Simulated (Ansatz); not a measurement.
Isolated molecules relaxed with PBE0-D4/def2-TZVP in Ansatz; ΔE leaves out vibrations. CCSD(T)/CBS is the MP2 limit (def2-TZVPP, def2-QZVPP) plus CCSD(T) − MP2 in def2-TZVPP, frozen cores. This one scheme is used for every species. Functionals use def2-TZVPP. B3LYP here is the variant with VWN-RPA as its local correlation; programs differ in this. One conformer a species, not always the lowest.

Reaction (formal hydrolysis of the Si–C bond): `C=C[SiH](O)O[SiH2]O` + H₂O → `O[SiH2]O[SiH](O)O` + ethylene

CCSD(T)/CBS gives -111.1 kJ/mol.

(1) Another level gave -115.6 kJ/mol. Which?
A. CCSD/def2-TZVPP
B. PBE-D4/def2-TZVPP
C. B3LYP/def2-TZVPP
D. PBE/def2-TZVPP

Largest T1 diagnostic among the species: 0.012.

## Answers

(1) A. CCSD/def2-TZVPP -115.6, PBE-D4 -101.9, B3LYP -121.3, PBE -107.9 kJ/mol.

From PBE to PBE0 (25 % exact exchange), in def2-TZVPP and without D4, ΔE moves by −3.4 kJ/mol. In def2-TZVPP, CCSD(T) changes the Hartree–Fock value by +19.3 kJ/mol (the triples alone add +3.0 kJ/mol) and MP2 by +20.0 kJ/mol. The D4 term adds +9.2 kJ/mol with B3LYP and +5.5 kJ/mol with PBE0; it sums over pairs of atoms, weighted by their polarisabilities, and B3LYP, whose exchange is more repulsive, gets the larger term.
